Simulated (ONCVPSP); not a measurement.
# potassium: excitation energies, all-electron against ONCV

K (Z = 19), optimised norm-conserving Vanderbilt (ONCV), made with ONCVPSP 4.0.1 (BLYP, scalar-relativistic). Core [Ne], reference 3s2 3p6 4s1. Waves: 3s+4s: rc 2.50 bohr, ncon 4, nbas 8, qcut 5.7 1/bohr, 3 projectors, debl 1.4 Ha; 3p: rc 2.05 bohr, ncon 3, nbas 7, qcut 7.4 1/bohr, 2 projectors, debl 3.3 Ha; d scattering state at 0.08 Ha: rc 2.55 bohr, ncon 4, nbas 8, qcut 3.9 1/bohr, 2 projectors, debl 2.9 Ha. Local part: polynomial inside 1.45 bohr (lpopt 5, dvloc0 6 Ha). Core correction: none.

Energies are relative to the spin-unpolarised reference configuration 3s2 3p6 4s1; without spin polarisation the order of configurations can differ from experiment.

```
valence configuration  charge  ΔE all-electron (eV)  error AE − PS (meV)
          3s2 3p6 4s0      +1                 4.359                 -0.1
      3s2 3p6 4s0 4p1       0                 1.648                 +0.2
```

**Question.** What are ΔE and the potential's error for 3s2 3p5 4s1?

**Answer.** ΔE = 24.709 eV all-electron; the error (AE − PS) is +15 meV.

**Question.** What are ΔE and the potential's error for 3s2 3p6 4s0.5?

**Answer.** ΔE = 1.635 eV all-electron; the error (AE − PS) is 0.0 meV.
